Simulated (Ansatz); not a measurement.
`FC(F)(F)F` and `FC(F)(F)C(Cl)Cl` differ in one atom or group.

Ansatz, PBE0-D4/def2-TZVP geometries, multiplicity 1. 

```json
{"property": "LUMO energy (PBE/def2-TZVPP) / eV", "`FC(F)(F)F`": "1.74"}
{"property": "HOMO energy (B3LYP/def2-TZVPP) / eV", "`FC(F)(F)F`": "-12.29"}
{"property": "ideal-gas entropy at 298 K and 1 bar (rigid rotor, harmonic PBE0-D4/def2-TZVP) / J/(mol·K)", "`FC(F)(F)F`": "261"}
{"property": "HOMO–LUMO gap (PBE/def2-TZVPP) / eV", "`FC(F)(F)F`": "12.06"}
{"property": "HOMO–LUMO gap (ωB97M-V/def2-TZVPP) / eV", "`FC(F)(F)F`": "19.46"}
{"property": "HOMO–LUMO gap (PBE0/def2-TZVPP) / eV", "`FC(F)(F)F`": "15.37"}
```

Give the same properties after the change, and the shifts. (An estimate is asked.)

Ansatz gave: 
```
                                                                                  property  `FC(F)(F)C(Cl)Cl`  shift
                                                         LUMO energy (PBE/def2-TZVPP) / eV              -1.52  -3.26
                                                       HOMO energy (B3LYP/def2-TZVPP) / eV              -9.00   3.29
ideal-gas entropy at 298 K and 1 bar (rigid rotor, harmonic PBE0-D4/def2-TZVP) / J/(mol·K)                352     91
                                                       HOMO–LUMO gap (PBE/def2-TZVPP) / eV               6.29  -5.77
                                                   HOMO–LUMO gap (ωB97M-V/def2-TZVPP) / eV              13.39  -6.07
                                                      HOMO–LUMO gap (PBE0/def2-TZVPP) / eV               8.87  -6.50
```

With PBE0 the HOMO rises by 3.33 eV and the LUMO falls by 3.17 eV, so the gap narrows by about 6.50 eV. PBE moves the HOMO by 2.51 eV and ωB97M-V by 3.60 eV. The zero-point energy changes by 45.4 kJ/mol with +9 modes.

B3LYP here is the variant with VWN-RPA as its local correlation; programs differ in this.
